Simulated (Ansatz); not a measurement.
Geometry optimisation, UKS PBE-D4/def2-SVP (Ansatz).

Input file:

```yaml
crystal:
  periodic: [false, false, false]
  atoms:
    - { symbol: B, position_ang: [0.0, 0.0, 0.0] }
    - { symbol: F, position_ang: [0.0, 0.0, 1.57] }
    - { symbol: O, position_ang: [1.2211, 0.0, -0.705] }
    - { symbol: H, position_ang: [1.5209, -0.9519, -0.8599] }
    - { symbol: "N", position_ang: [-1.3423, 0.0, -0.775] }
    - { symbol: H, position_ang: [-2.0112, -0.8164, -0.6764] }
    - { symbol: H, position_ang: [-1.5914, 0.8164, -1.4036] }
    - { symbol: Cl, position_ang: [0.0, 0.0, 3.37] }
magnetization:
  spin_polarized: true
  initial_magnetization: 1
basis:
  gaussian: { orbitals: def2-SVP }
hamiltonian:
  xc: pbe
  dispersion: d4
relax:
  f_tol: 0.15
  max_steps: 25
  restrain:
    - { distance: [1, 7], at: 1.5, k: 30.0 }
    - { distance: [0, 1], at: 2.52, k: 30.0 }
output:
  orbitals: {}
```

Run as:

```bash
$ ansatz run input.yaml --threads 4 --pin off --max-ram 5120MiB --backend cpu --events-out ev --progress --plain --runs-dir out
```

Problem. Where does it end, and by what steps?

Solution. The forces met the threshold. The restraints hold the end off the free minimum. After 7 steps the energy has risen by 0.708 eV (the restraints' own energy left out); H6 moved furthest, 0.87 Å. The start is strongly strained (largest force component 10 eV/Å), so its close contacts needn't be bonds. Parted: B1–F2 (1.57 → 2.51 Å).

| step | energy less start (eV) | largest force component (eV/Å) | accepted |
| --- | --- | --- | --- |
| 0 | 0.0000 | 9.631 | yes |
| 1 | 0.4453 | 7.093 | yes |
| 2 | 1.2294 | 5.771 | yes |
| 3 | 1.0385 | 4.348 | yes |
| 4 | 0.8406 | 3.929 | yes |
| 5 | 0.8672 | 4.349 | yes |
| 6 | 0.7623 | 4.245 | yes |
| 7 | 0.7082 | 4.472 | yes |

```xyz
8
Properties=species:S:1:pos:R:3
B -0.045 -0.243 -0.453
F -0.021 -0.379 2.049
O 1.102 -0.129 -1.163
H 1.855 -0.472 -0.653
N -1.341 0.047 -0.859
H -2.137 -0.075 -0.235
H -1.566 0.339 -1.814
Cl -0.050 -0.041 3.648
```

The run took 17 s on 4 threads of Arm Neoverse V1, with other jobs on the host, peak memory 0.2 GiB.
